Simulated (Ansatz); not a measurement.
BClH4SeSi (`[SiH3]B(Cl)[SeH]`), relaxed with RKS PBE-D4/def2-SVP in Ansatz from a rough embedded geometry. The force threshold is 0.03 eV/Å; the program also tests the step.

Charge 0, multiplicity 1.

Start:

```xyz
8

Si   -0.305   -0.271   -1.069
B     0.051   -0.291    0.778
Cl   -1.135   -1.111    1.900
Se    1.690    0.510    1.526
H    -1.610    0.447   -1.352
H     0.766    0.491   -1.825
H    -0.381   -1.636   -1.646
H     0.924    1.860    1.688
```

| step | energy (eV) | largest force (eV/Å) | largest move (Å) |
| --- | --- | --- | --- |
| 1 | -86456.7420 | 2.493 | 0.000 |
| 2 | -86456.9801 | 1.134 | 0.100 |
| 3 | -86457.0346 | 0.189 | 0.057 |
| 4 | -86457.1200 | 0.486 | 0.200 |
| 5 | -86457.2517 | 0.928 | 0.196 |
| 6 | -86457.4072 | 0.920 | 0.197 |
| 7 | -86457.5545 | 0.985 | 0.199 |
| 8 | -86457.6514 | 0.473 | 0.200 |
| 9 | -86457.7032 | 0.341 | 0.200 |
| 10 | -86457.7181 | 0.216 | 0.087 |
| 11 | -86457.7267 | 0.151 | 0.128 |
| 12 | -86457.7292 | 0.162 | 0.067 |
| 13 | -86457.7319 | 0.034 | 0.038 |
| 14 | -86457.7322 | 0.010 | 0.022 |
| 15 | -86457.7324 | 0.017 | 0.040 |

End:

```xyz
8

Si   -0.349   -0.151   -1.026
B    -0.111   -0.300    0.978
Cl   -1.101   -1.447    1.894
Se    1.150    0.759    1.996
H    -1.751    0.303   -1.346
H     0.618    0.833   -1.636
H    -0.141   -1.493   -1.682
H     1.685    1.497    0.823
```

It took 17 s on 4 threads of an Arm Neoverse V1 on a shared host, with 0.16 GiB of host memory at the peak.
